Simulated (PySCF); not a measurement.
Screening by computed properties: pick the candidate that meets the target.

Species are written as SMILES; each is one conformer at its optimised geometry, gas phase, non-relativistic unless stated. Electronic properties by PySCF.

Dipoles, sizes and rotational constants follow the conformer. The torsions of the flexible species, by atom-mapped SMILES:
- `[CH3:1][CH:2]([CH3:3])[SiH2:4][C@@H:5]([F:6])[CH:7]=[O:8]`: C1–C2–Si4–C5 -177°, C2–Si4–C5–F6 -72°, Si4–C5–C7–O8 68°
- `[CH3:1][CH2:2][Si@@H:3]([CH:4]=[O:5])[C@H:6]([CH3:7])[F:8]`: C1–C2–Si3–C4 62°, C2–Si3–C4–O5 -7°, C2–Si3–C6–C7 -57°
- `[CH3:1][C@@H:2]([SiH3:3])[C@@:4]([CH3:5])([F:6])[CH:7]=[O:8]`: C1–C2–C4–C5 -52°, C2–C4–C7–O8 39°
- `[CH3:1][O:2][CH2:3]/[C:4]([CH3:5])=[CH:6]\[SiH2:7][F:8]`: C1–O2–C3–C4 163°, O2–C3–C4–C5 154°, C4–C6–Si7–F8 -52°
- `[CH3:1][CH:2]([CH3:3])[SiH2:4][CH2:5][CH2:6][C@H:7]([F:8])[C:9]#[N:10]`: C1–C2–Si4–C5 -60°, C2–Si4–C5–C6 -172°, Si4–C5–C6–C7 180°, C5–C6–C7–F8 -175°

Task: Wanted: HOMO energy above -7.5 eV (PBE0/pcSseg-1) and dipole moment below 2.8 D (PBE0/pcSseg-1), at GFN2-xTB geometries. Which candidate meets both?
A. `C(=O)[C@H](F)[SiH2]C(C)C`
B. `C(OC)/C(=C\[SiH2]F)C`
C. `C[C@@H]([SiH3])[C@@](C)(F)C=O`
D. `C(C)[Si@H]([C@@H](F)C)C=O`
E. `CC(C)[SiH2]CC[C@H](F)C#N`

Result: D. Computed values:
```csv
species,HOMO energy,dipole moment
CC(C)[SiH2]CC[C@H](F)C#N,-8.23 eV,3.86 D
C[C@@H]([SiH3])[C@@](C)(F)C=O,-7.86 eV,1.65 D
C(=O)[C@H](F)[SiH2]C(C)C,-7.62 eV,1.89 D
C(OC)/C(=C\[SiH2]F)C,-7.44 eV,3.02 D
C(C)[Si@H]([C@@H](F)C)C=O,-6.83 eV,2.66 D
```
